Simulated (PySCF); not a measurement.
**Checking a proposed structure**

A compound C3H11ClSi3 gives the data below (simulated from a calculation) and was assigned the structure `ClC1[SiH2]C[SiH2]C[SiH2]1`.

13C{1H} NMR (computed): δ 18.2 (CH3), 11.6 (CH), -9.2 (CH2).

1H NMR (600 MHz, computed): δ 5.35 (m, 1H), 5.30 (m, 1H), 4.99 (m, 1H), 4.88 (m, 1H), 4.70 (m, 1H), 1.33 (d, 3H), 1.16 (m, 1H), 0.62 (m, 1H), 0.49 (m, 1H).

Equivalent nuclei averaged, non-relativistic Hamiltonian, a single conformation, no solvent model. Geometry: GFN2-xTB; shieldings: GIAO PBE0/pcSseg-1; PySCF 2.14.

References, each an isolated molecule treated in the same way: TMS for 1H and 13C.

(1) Compare with the shifts computed for the proposed structure, pairing carbons in order of shift.

(2) Which isomer fits?

Answers

(1) Mapped SMILES: `[Cl:1][CH:2]1[SiH2:3][CH2:4][SiH2:5][CH2:6][SiH2:7]1`. Each H is labelled by its parent atom.

| atom | computed for proposal | given list | difference |
| --- | --- | --- | --- |
| C2 | 29.7 | 18.2 | +11.5 |
| C4 | -12.5 | 11.6 | -24.1 |
| C6 | -12.5 | -9.2 | -3.3 |

The rms difference is 15.5 ppm and the largest -24.1 ppm at C4 (sp3 CH2 bonded to 2 Si). The proposal also would give 2 carbon signals, not 3. The carbon types in order of shift don't match either: CH, CH2, CH2 for the proposal against CH3, CH, CH2 in the data. The proposal doesn't fit.

(2) SMILES C[C@@H]1[SiH2]C[Si@H]1[SiH2]Cl.

Carbon types of the structure: 1 × CH, 1 × CH2, 1 × CH3, leaving 5 H on heteroatoms. δC 18.2: methyl carbon; aliphatic region, no heteroatom directly attached. δC 11.6: sp3 CH bonded to 2 Si; an electropositive neighbour leaves it electron-rich and shielded. δC -9.2: sp3 CH2 bonded to 2 Si; an electropositive neighbour leaves it electron-rich and shielded. δH 0.62, 0.49: hydrogen on an sp3 CH2 bonded to 2 Si; an electropositive neighbour shields it, as in TMS itself.

This is the structure that produced the data.

Shifts are as computed. Against solution values, carbons near 30 ppm lie about +3 ppm off and those near 130 ppm about +5 ppm. Of 1309 compounds with measured shifts, 239 miss one by over three times the rms of a fit or turn the order of signals round; such compounds aren't used in these exercises. No couplings were computed; multiplicities are counted from neighbouring protons, with m where these are inequivalent, close in shift, in a saturated or five-membered ring or joined by F or P, and br s for small geminal =CH2 splittings.
